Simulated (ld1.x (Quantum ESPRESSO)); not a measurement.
Configuration tests for Ne (Z = 10) (TM)

* Element: Ne
* Generator: ld1.x (Quantum ESPRESSO) 7.5
* Type: norm-conserving Troullier–Martins (Kleinman–Bylander form)
* Functional: LDA (PZ)
* Relativity: non-relativistic
* Frozen core: [He]
* Valence charge: 8
* Reference configuration: 2s2 2p5 (charge +1)
* Partial waves: 2s (bound): rc 0.60 bohr; 2p (bound): rc 0.90 bohr
* Local potential: all-electron potential smoothed inside 0.60 bohr (lloc = -1)
* Core correction: a·sin(br)/r model core inside 0.55 bohr

Energies are relative to the spin-unpolarised reference configuration 2s2 2p5; without spin polarisation the order of configurations can differ from experiment. Spin-polarised rows fill each open shell by Hund’s rule, majority spin first. The frozen-core shift is the all-electron ΔE with the core orbitals held at their reference shape minus the fully relaxed ΔE.

```
   valence configuration  charge  ΔE all-electron (eV)  error AE − PS (meV)  frozen-core shift (meV)
                 2s2 2p4      +2                43.415                  +15                     +0.3
                 2s2 2p3      +3               110.946                 +116                     +2.4
                 2s1 2p6      +1                22.760                  +28                     +0.5
                 2s2 2p2      +4               205.631                 +442                     +9.7
2s2 2p5 (spin-polarised)      +1                -0.473                  +35                     +0.4
2s2 2p4 (spin-polarised)      +2                41.163                 +195                     +2.5
```

Problem. What are ΔE and the potential's error for 2s2 2p6?

Solution. ΔE = -22.668 eV all-electron; the error (AE − PS) is +2.5 meV.

Problem. What are ΔE and the potential's error for 2s2 2p5.5?

Solution. ΔE = -13.699 eV all-electron; the error (AE − PS) is +1.1 meV.

Levels in the configuration 2s2 2p2:

```
level  all-electron (eV)  pseudo (eV)
   2s           -130.207     -130.046
   2p           -109.211     -108.698
```
